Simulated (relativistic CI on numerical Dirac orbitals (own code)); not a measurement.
Calculated at this level of theory: Dirac-Coulomb-Breit CI, orbitals from a KLI potential per configuration, model QED (radiative potential, 1s self-energy scaled to tabulated hydrogen-like ionisation energies), unscaled Slater integrals (own radial code, finite nucleus).

The strongest absorption lines from the ground level of an ion, among the configurations computed and to levels below about 10200 eV (vacuum wavelength in Å, gf): 1.5039 (0.34), 1.5316 (1.1), 1.5510 (0.39), 1.6113 (0.039), 11.286 (0.22).

**Question.** Which ion is it?
A. Re69+
B. Tb61+
C. Cs49+
D. Tb59+

**Answer.** D. Tb59+ has 6 electrons and the ground level 2s2 2p2 3P_0; the strongest line goes to 2s2 2p 3d 3D°_1. The pattern of lines fixes the number of electrons, and along that sequence the line energies rise steadily with the charge (about as its square where n changes within one kind of shell, about linearly where n is kept but much faster in heavy ions where fine structure, which grows about as Z⁴, sets the gap, and irregularly where shells cross), which fixes Z. Configurations outside the model, such as inner-shell arrays, can give stronger lines. At this charge energies of transitions that change n are usually good to better than 1 %, and those within a shell (Δn = 0) to a few per cent.

LS names give the leading component of a level, which can be under half, so a name can repeat, a term be missing and a line seem to break the LS rules.
